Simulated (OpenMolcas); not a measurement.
## F⁴⁺: effect of the IPEA shift

* Program: OpenMolcas 26.06
* Basis: ANO-RCC-VTZP [4s3p2d1f]
* Scalar Hamiltonian: DKH2, point nucleus
* Active space: 3 electrons in 8 orbitals (2s 2p 3s 3p)
* State averaging: 2S+1 = 4 odd, 1 root; 2S+1 = 2 odd, 8 roots; 2S+1 = 4 even, 3 roots; 2S+1 = 2 even, 9 roots
* Spin-orbit coupling: state interaction with AMFI integrals over the reference wave functions, term energies averaged over their components

Methods on the same reference wave functions:
A. CASSCF
B. SS-CASPT2, IPEA 0 Eh, imaginary shift 0.1 Eh (closed shells correlated: 1s)
C. SS-CASPT2, IPEA 0.25 Eh, imaginary shift 0.1 Eh (closed shells correlated: 1s)

Energies in cm-1 above 2s2 2p 2P* 1/2, the measured ground level; measured values from Moore, Atomic Energy Levels, vol. I, NSRDS-NBS 35 (1971 reprint of NBS Circular 467, 1949).

| Level | A | B | C | Measured |
| --- | --- | --- | --- | --- |
| 2s2 2p 2P* 1/2 | 0.0 | 0.0 | 0.0 | 0.0 |
| 2s2 2p 2P* 3/2 | 730 | 730 | 730 | 746 |
| 2s 2p2 4P 1/2 | 80922 | 84780 | 84720 |  |
| 2s 2p2 4P 3/2 | 81175 | 85030 | 84970 |  |
| 2s 2p2 4P 5/2 | 81593 | 85450 | 85390 |  |
| 2s 2p2 2D 3/2 | 158933 | 153720 | 153810 | 152898 |
| 2s 2p2 2D 5/2 | 158945 | 153740 | 153820 | 152876 |
| 2s 2p2 2S 1/2 | 200075 | 199530 | 199490 | 197565 |
| 2s 2p2 2P 1/2 | 225603 | 216820 | 217040 | 214881 |
| 2s 2p2 2P 3/2 | 226099 | 217310 | 217530 | 215348 |
| 2p3 4S* 3/2 | 274617 | 276420 | 276380 |  |

Deviations, from unrounded energies. A percentage is the sum of absolute deviations over the sum of measured energies, with the sign that they share, or ± where signs differ.

```csv
Against measurement,Levels,A,B,C
mean absolute deviation (cm-1),6,6000,1300,1400
fine structure of the ground term (%),1,-2.2,-2.2,-2.2
other configurations (%),5,+3.9,+0.8,+0.9
```

B lies closest to measurement on these levels and A furthest from it. The largest miss of B in the table is 2s 2p2 2S 1/2, by +2000 cm-1. The ranking rests on the paired levels alone, and a cruder setting can come out closer through cancelling errors.

Between B and C the level of the table that moves most is 2s 2p2 2P 3/2, by 220 cm-1 (lowest in B, highest in C). Moves below CASPT2's spread within the term are not significant.

The lowest spin-free term lies below A's lowest term by 0.033 hartree in B, 0.033 hartree in C.

Term energies are means over components that CASPT2 splits; among the terms shown or strongly mixed into the levels shown the widest spread is 15 cm-1 (2s 2p2 2P, C). Active for correlation alone: 3p 3s; no level in the range computed is led by a configuration that fills them, so any true level of that kind is missing. Computed and measured levels are paired by configuration, term and J; levels that our copy of the source lacks, or whose pairing is in doubt (as where it misses far off the trend of its configuration), stay unpaired and out of the deviations. Only configurations of the active space appear. Levels that lie high or do not pair safely by name in every column are left out.

* marks odd parity.
